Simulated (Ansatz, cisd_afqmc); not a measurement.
System: SeO2, charge 0, singlet. SeO2 (selenium dioxide, SMILES [Se](=O)=O).
B3LYP-D3(BJ)/def2-TZVP minimum from Ansatz (a first-principles code):
```xyz
3

O     -1.3669     0.5583    -0.0329
Se     0.0083    -0.2816     0.0062
O      1.3317     0.6385     0.0066
```

Total energies in cc-pVDZ, 18 correlated electrons, 16 frozen orbitals. Open shells are spin-unrestricted; no spin-orbit coupling. Cores are frozen in correlated methods (noble-gas shells, and filled d and f shells in the p block). No relativity. AFQMC is phaseless with a CISD trial state; ± is one standard error, without the phaseless bias. Outlying blocks are dropped, and bars are widened where a walk drifts. Over all cases where full CI ran beside it in this data, AFQMC minus full CI had a median of +0.1 mEh and passed +0.4 mEh in a tenth of the cases. The T1 diagnostic of O2Se (O=[Se]=O, singlet) reaches 0.030 in the sets run. The restricted determinant of O2Se (O=[Se]=O, singlet) is unstable towards broken spin symmetry in at least one set run.

```
method         program          energy (Eh)  minus CCSDTQ (mEh)
----------  ----------  -------------------  ------------------
HF              Ansatz          -2549.40899              549.72
MP2             Ansatz          -2549.94285               15.85
CCSD            Ansatz          -2549.92925               29.46
CCSD(T)         Ansatz          -2549.95477                3.93
CCSDT(Q)        Ansatz          -2549.95988               -1.18
CCSDTQ          Ansatz          -2549.95870                0.00
AFQMC/CISD  cisd_afqmc  -2549.9583 ± 0.0004           0.4 ± 0.4
```

Rough core times of Ansatz's runs on a shared machine: CCSD(T) under 20 s, CCSDT(Q) 40 s, CCSDTQ 60 min.
